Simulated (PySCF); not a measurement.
This PySCF input asks for the NMR shieldings of SMILES C(=[CH]\[Al]1[O]CC[O]1)/C1CC1, C7H11AlO2; the geometry comes from GFN2-xTB.

```python
import basis_set_exchange as bse
import numpy as np
from pyscf import gto, dft
from pyscf.prop import nmr

atoms = """
C     1.288607   -0.221349    0.165775
C     0.301267   -1.119994    0.120381
Al   -1.539583   -0.510445    0.006121
O    -2.166451    1.078950   -0.049967
C    -3.566855    1.070359   -0.119996
C    -4.106682   -0.407112   -0.138171
O    -3.041922   -1.316841   -0.069623
C     2.716881   -0.545509    0.253426
C     3.630141    0.361119    1.042885
C     3.717713    0.343887   -0.444223
H     1.051982    0.836042    0.139889
H     0.546738   -2.177901    0.146427
H    -3.882787    1.590848   -1.030031
H    -3.971759    1.600890    0.748035
H    -4.669620   -0.583435   -1.060569
H    -4.772143   -0.569572    0.715980
H     2.938159   -1.606262    0.278255
H     3.187970    1.222495    1.519574
H     4.422706   -0.096277    1.614999
H     3.336336    1.193763   -0.989369
H     4.570382   -0.126713   -0.909226
"""
names = dict.fromkeys(["C", "Al", "O", "H"], "pcSseg-1")
basis = {el: gto.basis.parse(bse.get_basis(n, elements=[el], fmt="nwchem")) for el, n in names.items()}
mol = gto.M(atom=atoms, basis=basis, charge=0, verbose=0)
mf = dft.RKS(mol, xc="PBE0")
mf.grids.level = 2
mf.grids.alignment = dft.numint.BLKSIZE   # the property module wants whole blocks of grid points
mf.conv_tol = 1e-9
mf.kernel()

calc = nmr.RKS(mf)   # GIAO
C = mf.mo_coeff
Co = C[:, mf.mo_occ > 0]
resp = mf.gen_response(singlet=True, hermi=2)
def vind(x):   # induced exchange potential for any number of trial vectors
    d = np.einsum("pi,xij,qj->xpq", C, 2 * x.reshape(-1, C.shape[1], Co.shape[1]), Co, optimize=True)
    return np.einsum("xpq,pi,qj->xij", resp(d - d.transpose(0, 2, 1)), C, Co, optimize=True).ravel()
mo1, _ = nmr.rhf.solve_mo1(calc, with_cphf=vind)
sigma = calc.kernel(mo1)
for i, s in enumerate(sigma):   # ppm
    w = np.linalg.eigvalsh((s + s.T) / 2)
    print("%2d %-2s iso %8.1f  s11 %8.1f  s22 %8.1f  s33 %8.1f" % (i, mol.atom_pure_symbol(i), w.mean(), *w))
```

Question: Give the expected output.

Answer: 
```
 0 C  iso     10.3  s11   -129.8  s22     26.4  s33    134.4
 1 C  iso     67.5  s11    -34.3  s22     66.5  s33    170.4
 2 Al iso    414.2  s11    336.8  s22    379.1  s33    526.6
 3 O  iso    298.9  s11    182.9  s22    336.0  s33    377.7
 4 C  iso    120.1  s11     93.1  s22    105.9  s33    161.2
 5 C  iso    119.7  s11     92.1  s22    106.2  s33    160.7
 6 O  iso    294.7  s11    180.1  s22    329.2  s33    375.0
 7 C  iso    162.0  s11    123.2  s22    144.0  s33    218.9
 8 C  iso    176.2  s11    146.9  s22    177.2  s33    204.6
 9 C  iso    176.2  s11    146.9  s22    177.1  s33    204.6
10 H  iso     25.5  s11     21.4  s22     22.6  s33     32.6
11 H  iso     25.8  s11     23.7  s22     24.8  s33     28.9
12 H  iso     27.4  s11     22.9  s22     25.9  s33     33.5
13 H  iso     27.4  s11     22.9  s22     25.9  s33     33.5
14 H  iso     27.4  s11     23.0  s22     25.8  s33     33.4
15 H  iso     27.4  s11     23.0  s22     25.8  s33     33.4
16 H  iso     30.2  s11     24.0  s22     29.1  s33     37.6
17 H  iso     31.2  s11     25.6  s22     28.5  s33     39.5
18 H  iso     30.8  s11     25.3  s22     26.7  s33     40.6
19 H  iso     31.2  s11     25.6  s22     28.5  s33     39.5
20 H  iso     30.8  s11     25.3  s22     26.7  s33     40.6
```

These numbers come from an equivalent density-fitted implementation of the same equations, which agrees with the script to about 0.01 ppm for H and up to a few tenths of a ppm for heavy atoms, so last digits may differ.

Size and cost of the density-fitted run: 232 basis functions, 63 s wall time on 1 thread of an Arm Neoverse V1, shared host; peak memory 1 GiB.
